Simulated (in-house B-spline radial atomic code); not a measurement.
**RPA and G0W0 on B3LYP (VWN-RPA): Sr5+**

Configuration [Ar] 3d10 4s2 4p3, highest spin, mean-field start B3LYP (VWN-RPA). Computed with an all-electron radial atomic-structure program (B-spline basis): all electrons, scalar-relativistic (spin-free one-electron X2C), finite nucleus, each spin shell either full or empty, empty states to l = 9 with an (l + 1/2)⁻⁴ tail; G0W0 by contour deformation at full frequency.

Command:
```bash
python run_gw.py task.json out
```
Settings (radii: box in bohr, nucleus in fm):
```
Z                        38
electrons                33
configuration            [Ar] 3d10 4s2 4p3
hamiltonian              x2c
method                   b3lyp
lmax                     9
rms_radius               4.224
spin_polarised           True
box_radius               10.43
intervals                67
```

Cost of the run: 5.8 s on 1 thread of Arm Neoverse N1, with other jobs on the host.

Energies (hartree):

```
                                     term        value
                         mean-field total  -3172.46737
Hartree-Fock functional on these orbitals  -3170.67687
                      direct second order      -2.7625
                    second-order exchange      0.81035
                         SOSEX correction      0.75536
```

Task: What is the RPA correlation energy, and what remains with SOSEX?

Result: RPA gives -2.4531 hartree (-2.02 eV per electron); RPA + SOSEX gives -1.6977, and the second-order doubles -1.9521 hartree (no singles). SOSEX takes back 31 % of the RPA value.

Quasi-particle levels (eV):

```tsv
level	occupied	mean field	Σx - vxc	Σc	QP weight	G0W0
4p up	yes	-83.07	-6.04	?	?	?
4s down	yes	-99.01	-3.00	-2.84	0.961	-104.85
3d down	yes	-198.63	-18.39	5.13	0.891	-211.88
4p down	no	-76.08	8.14	-2.85	0.959	-70.79
```

G0W0 = mean field + (Σx - vxc) + Σc, with Σc (partial-wave tail included) taken at the quasi-particle energy. Only the outer levels were computed. Levels of low weight are left out.

Task: Where does G0W0 put 4p up?

Result: At -89.62 eV, with Σc = -0.52 eV and a quasi-particle weight of 0.960. The tabulated removal energy is 88 ± 2 eV (NIST, tabulated theory); the calculation leaves out spin-orbit coupling, Breit and QED terms, and what these don't explain is the method's own error.
